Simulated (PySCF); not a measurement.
Delta-SCF ions had no search for a lower state. Excitations are Tamm–Dancoff values on a coarser integration grid. The basis has no diffuse functions, so Rydberg states are missing or too high.

Cartesian coordinates (Å):
SMILES: C=[SiH][SiH]=O
```xyz
8

C     -1.5670    -0.5687    -0.0242
Si    -0.4245     0.7094    -0.0520
Si     1.7932     0.0902     0.0572
O      2.9706     1.0591     0.0464
H     -1.2489    -1.6023     0.0412
H     -2.6396    -0.4249    -0.0690
H     -0.8226     2.1255    -0.1402
H      1.9387    -1.3883     0.1406
```
Charge 0, multiplicity 1.

Problem. What brightest of the four lowest singlets (TDA), T1 excitation (TDA), vertical ionisation energy (Delta-SCF), S1–T1 gap (TDA) and total energy does TPSSh-D3(BJ)/def2-TZVP // B3LYP-D3(BJ)/def2-TZVP in PySCF give?

Solution. 
```yaml
brightest of the four lowest singlets (TDA): 4.24 eV
T1 excitation (TDA): 1.96 eV
vertical ionisation energy (Delta-SCF): 9.14 eV
S1–T1 gap (TDA): 1.23 eV
total_energy: -694.7826 Ha
```
